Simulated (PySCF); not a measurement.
**Broadened absorption spectrum of C6H7F3**

Species: C6H7F3.
InChI=1S/C6H7F3/c1-2-3-4-5-6(7,8)9/h2-4H,1,5H2/b4-3-

The calculation used TDDFT CAM-B3LYP/def2-SVPD, vertical, gas phase, core orbitals frozen in the response (PySCF 2.14.0, density-fitted response routines). The structure is a single PBE0-D3(BJ)/def2-SVP conformer in the gas phase; no vibrational or solvent corrections. Torsions of this conformer, `[CH2:1]=[CH:2]/[CH:3]=[CH:4]\[CH2:5][C:6]([F:7])([F:8])[F:9]`: C1–C2–C3–C4 180°, C3–C4–C5–C6 114°, C4–C5–C6–F7 179°.

Broadening: Gaussians 0.25 eV wide at half height, area fixed by f = 4.319×10⁻⁹ ∫ε dν̃. The cross-section is σ = 3.8235×10⁻²¹ ε cm², given in Mb (10⁻¹⁸ cm²). The width is an assumption, not a result. The curve ends short of the highest state used, and states not computed would add to its high-energy end.

| λ (nm) | σ (Mb) |
| --- | --- |
| 159.6 | 0.17 |
| 161.6 | 0.66 |
| 163.6 | 3.45 |
| 165.6 | 8.84 |
| 167.6 | 11.86 |
| 169.6 | 9.08 |
| 171.7 | 4.31 |
| 173.7 | 2.73 |
| 175.7 | 4.42 |
| 177.7 | 6.30 |
| 179.7 | 5.53 |
| 181.8 | 2.92 |
| 183.8 | 1.07 |
| 185.8 | 0.29 |
| 187.8 | 0.06 |
| 189.8 | 0.01 |
| 191.8 | 0.00 |
| 193.9 | 0.00 |
| 195.9 | 0.00 |
| 197.9 | 0.00 |
| 199.9 | 0.06 |
| 201.9 | 0.53 |
| 204.0 | 3.74 |
| 206.0 | 16.82 |
| 208.0 | 54.44 |
| 210.0 | 129.06 |
| 212.0 | 228.01 |
| 214.0 | 304.99 |
| 216.1 | 311.93 |
| 218.1 | 247.05 |
| 220.1 | 154.74 |
| 222.1 | 77.62 |
| 224.1 | 31.57 |
| 226.2 | 9.91 |
| 228.2 | 2.72 |
| 230.2 | 0.62 |

Problem. Locate the maxima and give the states behind the curve.

Solution. 215 nm (5.76 eV), ε about 84000, made up of S1 (100%); 178 nm (6.96 eV), ε about 1700, made up of S3 (97%); 168 nm (7.40 eV), ε about 3100, made up of S5 (38%) and S6 (61%) (ε in L mol⁻¹ cm⁻¹; maxima over ε = 5, shares over 10%). At its high-energy end, 7.77 eV, the curve is still rising (ε about 46, from S6 and S7). The states used: S1 5.76 eV (f 0.775); S2 6.82 eV (f 0.0009); S3 6.96 eV (f 0.015); S4 7.23 eV (f 0.0009); S5 7.34 eV (f 0.012); S6 7.43 eV (f 0.019); S7 7.98 eV (f 0.0023); S8 8.35 eV (f 0.0037); S9 8.35 eV (f 0.010); S10 8.37 eV (f 0.0020).

Problem. What would ε be at 5.76 eV, the highest of these maxima, with half the width (0.125 eV)?

Solution. About 167000 L mol⁻¹ cm⁻¹ against 83600, a factor of about 2.00; a lone state at its own centre would give exactly 2.

Problem. On this curve, what absorbance would a 10⁻⁵ mol/L sample give at 222 nm over a 1 cm path?

Solution. 222 nm is 5.585 eV, where ε is about 21000 L mol⁻¹ cm⁻¹, so A = ε c l ≈ 0.21 (Beer–Lambert, with the gas-phase spectrum and the assumed width).

All these states lie below the vertical ionisation energy of 9.01 eV (ΔSCF).
